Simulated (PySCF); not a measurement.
**Molecular orbitals of MgAs**

LDA at R = 2.670 Å; PySCF, scalar-relativistic core potentials, basis sets Mg cc-pVDZ, As cc-pVDZ-PP with ECP10. State: ⁴Σ⁻ (quartet), unpaired electrons σ ↑, π ↑↑. Only the outer orbitals are listed, counted within each symmetry, core potentials removing the inner ones.

```json
{"spin": "α", "orbital": "7σ", "occ.": "1", "ε (eV)": "-14.72", "on Mg (%)": "3", "main shells (%)": "96 As s"}
{"spin": "α", "orbital": "8σ", "occ.": "1", "ε (eV)": "-6.50", "on Mg (%)": "44", "main shells (%)": "54 As p, 42 Mg s"}
{"spin": "α", "orbital": "4π", "occ.": "1", "ε (eV)": "-5.55", "on Mg (%)": "6", "main shells (%)": "94 As p"}
{"spin": "α", "orbital": "4π", "occ.": "1", "ε (eV)": "-5.55", "on Mg (%)": "6", "main shells (%)": "94 As p"}
{"spin": "α", "orbital": "9σ", "occ.": "1", "ε (eV)": "-4.16", "on Mg (%)": "72", "main shells (%)": "51 Mg s, 28 As p, 21 Mg p"}
{"spin": "α", "orbital": "5π", "occ.": "0", "ε (eV)": "-1.59", "on Mg (%)": "95", "main shells (%)": "95 Mg p"}
{"spin": "α", "orbital": "5π", "occ.": "0", "ε (eV)": "-1.59", "on Mg (%)": "95", "main shells (%)": "95 Mg p"}
{"spin": "α", "orbital": "10σ", "occ.": "0", "ε (eV)": "-0.34", "on Mg (%)": "102", "main shells (%)": "90 Mg p, 9 Mg s"}
{"spin": "β", "orbital": "7σ", "occ.": "1", "ε (eV)": "-13.25", "on Mg (%)": "5", "main shells (%)": "94 As s"}
{"spin": "β", "orbital": "8σ", "occ.": "1", "ε (eV)": "-5.65", "on Mg (%)": "51", "main shells (%)": "48 Mg s, 46 As p"}
{"spin": "β", "orbital": "4π", "occ.": "0", "ε (eV)": "-4.02", "on Mg (%)": "11", "main shells (%)": "89 As p, 10 Mg p"}
{"spin": "β", "orbital": "4π", "occ.": "0", "ε (eV)": "-4.02", "on Mg (%)": "11", "main shells (%)": "89 As p, 10 Mg p"}
{"spin": "β", "orbital": "9σ", "occ.": "0", "ε (eV)": "-3.16", "on Mg (%)": "68", "main shells (%)": "48 Mg s, 32 As p, 19 Mg p"}
```

Question: Which are the highest filled and the lowest empty level, where do they sit, and how wide is the gap?

Answer: Highest filled α 9σ at -4.16 eV (in %: 51 Mg s, 28 As p, 21 Mg p); lowest empty β 4π at -4.02 eV (in %: 89 As p, 10 Mg p); the gap at LDA is 0.14 eV.

```json
{
 "bond order (Mayer)": "1.03",
 "⟨S²⟩": "3.753",
 "charge on Mg (Mulliken, basis-dependent)": "0.12",
 "charge on Mg (Löwdin, basis-dependent)": "0.12",
 "dipole moment (positive dipole means Mg(−)As(+))": "-1.20 D",
 "polarisability along the bond": "128.2 bohr³",
 "polarisability across the bond": "69.0 bohr³"
}
```

Shares are Mulliken populations and can fall outside 0 to 100 %.

Spin–orbit coupling is left out. The state is the lowest determinant that a PBE0 search found; another state may lie lower at other levels.
